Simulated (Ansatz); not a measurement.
Reaction (redistribution): `CN[CH2][SnH3]` + `S=C[SiH2][SeH]` → `S=C[SiH2][SnH3]` + `CNC[SeH]`

Gas-phase electronic energies from Ansatz, PBE0-D4/def2-TZVP geometries. CCSD(T)/CBS is the MP2 limit (def2-TZVPP, def2-QZVPP) plus CCSD(T) − MP2 in def2-TZVPP, frozen cores. Functionals use def2-TZVPP. B3LYP here is the variant with VWN-RPA as its local correlation; programs differ in this. def2 core potentials past Kr. For Se, Sn outer-core shells are correlated without core-valence functions, which leaves a few kJ/mol of doubt a bond. Scalar relativity is left out up to krypton. One conformer a species, not always the lowest.

| level | ΔE (kJ/mol) | difference from CCSD(T)/CBS |
| --- | --- | --- |
| PBE-D4 | 37.7 | -13.2 |
| r2SCAN-D4 | 43.8 | -7.1 |
| PBE0-D4 | 41.4 | -9.5 |
| B3LYP | 42.7 | -8.2 |
| HF/def2-TZVPP | 51.1 | 0.2 |
| CCSD/def2-TZVPP | 48.6 | -2.3 |
| CCSD(T)/def2-TZVPP | 48.0 | -2.9 |
| HF/def2-QZVPP | 51.5 | 0.6 |
| HF/CBS(def2) | 51.6 | 0.7 |
| CCSD/CBS(def2) | 51.5 | 0.6 |
| CCSD(T)/CBS | 50.9 | 0 |

Largest T1 diagnostic among the species: 0.015.

From PBE to PBE0 (25 % exact exchange), in def2-TZVPP and without D4, ΔE moves by +3.8 kJ/mol.
